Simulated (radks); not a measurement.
Values are calculated unless marked as measured or tabulated.
Problem. Species: Ge2+. Configuration: [Ar] 3d10 4s2. Code: a radial shooting solver on a logarithmic mesh with Libxc functionals. Model: Dirac Kohn-Sham, AM05, spin-unpolarised, spherical densities, finite nucleus; Fermi nuclear charge, rms radius 4.0742 fm.

Spin-orbit splittings of the eigenvalues, e(l+1/2) - e(l-1/2), with zeta = 2 splitting/(2l+1) and mean radii in bohr:

| shell | occ. | splitting (eV) | zeta (eV) | <r> j=l-1/2 | <r> j=l+1/2 |
|---|---|---|---|---|---|
| 2p | 6 | ? | ? | 0.1814 | 0.1850 |
| 3p | 6 | 4.280 | 2.853 | 0.6402 | 0.6510 |
| 3d | 10 | 0.5889 | 0.2356 | 0.7284 | 0.7336 |
| 4p | 0 | 0.3127 | 0.2085 | 2.300 | 2.330 |

Estimate the 2p splitting.

Solution. 31.80 eV (zeta = 21.20 eV).
